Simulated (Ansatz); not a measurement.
Compare A (`C=C1C[SiH]1F`) with its isomer B (`FCC1=C[SiH2]1`).

Isolated molecules relaxed with PBE0-D4/def2-TZVP in Ansatz; ΔE leaves out vibrations. CBS: MP2 limit from def2 TZ/QZ plus the TZ coupled-cluster correction, frozen cores. DFT in def2-TZVPP. B3LYP here is the variant with VWN-RPA as its local correlation; programs differ in this. One conformer a species, not always the lowest.

A:

```xyz
10

C     1.5884    0.6085    0.5351
C     0.4047    0.2321    0.0869
C    -0.5783   -0.8982    0.4282
Si   -1.0884    0.2538   -0.9117
F    -1.0786   -0.2251   -2.4317
H     2.1122    1.4552    0.1029
H     2.0873    0.0855    1.3485
H    -0.2312   -1.9004    0.1773
H    -1.0555   -0.8635    1.4073
H    -2.1605    1.2519   -0.7428
```

B:

```xyz
10

F     0.201   -2.244   -0.777
C     0.926   -1.251   -0.151
C     0.125   -0.028    0.036
C     0.281    1.184    0.569
Si   -1.373    0.977   -0.122
H     1.263   -1.640    0.816
H     1.806   -1.040   -0.768
H     1.081    1.714    1.071
H    -2.552    0.739    0.743
H    -1.757    1.588   -1.416
```

(1) Which is lower in electronic energy at CCSD(T)/CBS, and by how much? (Estimate.)

(2) Give E(B) − E(A) in kcal/mol with LDA (SPW92), B3LYP, MP2/def2-TZVPP, B3LYP-D4, PBE-D4, HF/def2-TZVPP, ωB97M-V. (Best estimate.)

(3) Does the order hold for the free energy at 298.15 K (harmonic terms from PBE0-D4)? (Estimate.)

Largest T1 diagnostic: 0.012.

## Answers

(1) The calculation gave: A, by 45.3 kcal/mol.

(2) Ansatz gave: LDA (SPW92) 42.8, B3LYP 44.1, MP2/def2-TZVPP 45.8, B3LYP-D4 44.3, PBE-D4 42.7, HF/def2-TZVPP 42.4, ωB97M-V 43.6. None reverses the order clearly.

(3) The calculation gave: Yes: G(B) − G(A) = +44.1 kcal/mol, for one conformer each. Modes under 60 cm⁻¹, often nearly free rotors, make the harmonic entropy too high.

Leaving LDA and LC-ωPBE aside and taking each functional with its dispersion term where it has one, the values, not all of them listed here, spread over 2.3 kcal/mol, from revPBE-D4 to B2PLYP. At CCSD(T), def2-SVP lies −7.0 kcal/mol from the extrapolated value and def2-TZVPP −1.0 kcal/mol.
